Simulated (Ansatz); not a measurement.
H₅O₂PSi, SMILES `O[SiH2]PO` at its PBE0-D4/def2-TZVP geometry, where that method's forces vanish. Total charge 0; spin multiplicity 1.

```
atom    x (Å)    y (Å)    z (Å)
  O1  -0.5377  -0.9944  -1.3614
 Si2   0.7922  -0.1842  -0.8274
  P3   0.4369   0.4852   1.3062
  O4  -1.2007   0.7692   1.0555
  H5  -1.3679  -0.6750  -0.9972
  H6   1.0501   1.0289  -1.6505
  H7   1.9642  -1.0913  -0.9034
  H8   0.3480  -0.8539   1.7905
  H9  -1.4850   1.5155   1.5878
```

Task: For each bond, give half the difference of the two atoms' forces along it (eV/Å; positive pushes the atoms apart) under PBE-D4, r2SCAN-D4, B3LYP-D4, ωB97M-V in def2-TZVPP. (Estimate.)

Result: Computed: 
```tsv
bond	length (Å)	PBE-D4	r2SCAN-D4	B3LYP-D4	ωB97M-V
O1–Si2	1.646	0.36	0.07	0.15	0.14
O1–H5	0.961	0.34	0.00	-0.02	-0.05
Si2–P3	2.264	0.01	0.03	0.11	-0.01
Si2–H6	1.489	0.04	-0.02	-0.12	-0.14
Si2–H7	1.484	0.04	-0.04	-0.14	-0.15
P3–O4	1.681	0.49	0.21	0.25	0.12
P3–H8	1.427	0.21	0.01	-0.08	-0.14
O4–H9	0.960	0.36	0.01	-0.06	-0.07
```

B3LYP here is the variant with VWN-RPA as its local correlation; programs differ in this.
